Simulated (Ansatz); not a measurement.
Correlation energies of `[CH3][In]([CH3])[F]` by basis set

```csv
atom,x (Å),y (Å),z (Å)
C1,0.147,-1.162,1.679
In2,-0.358,0.111,0.047
C3,0.370,1.000,-1.748
F4,-2.233,0.698,0.295
H5,1.168,-1.536,1.611
H6,0.026,-0.601,2.607
H7,-0.550,-2.001,1.693
H8,1.403,0.723,-1.957
H9,-0.267,0.683,-2.575
H10,0.294,2.084,-1.654
```

Total charge 0; spin multiplicity 1. Correlated methods include outer-core shells of In, which these sets cover unevenly. In takes the def2 core potential. Geometry: relaxed with PBE0-D4/def2-TZVP. Frozen core, restricted reference, Ansatz.

```
     basis     HF (Eh)  MP2 corr.  CCSD corr.       (T)  CCSD(T) total
  def2-SVP  -367.75158   -0.57223    -0.61183  -0.01530     -368.37871
def2-TZVPP  -367.97876   -0.90664    -0.92642  -0.03105     -368.93623
def2-QZVPP  -367.98923   -1.14270           –         –              –
```
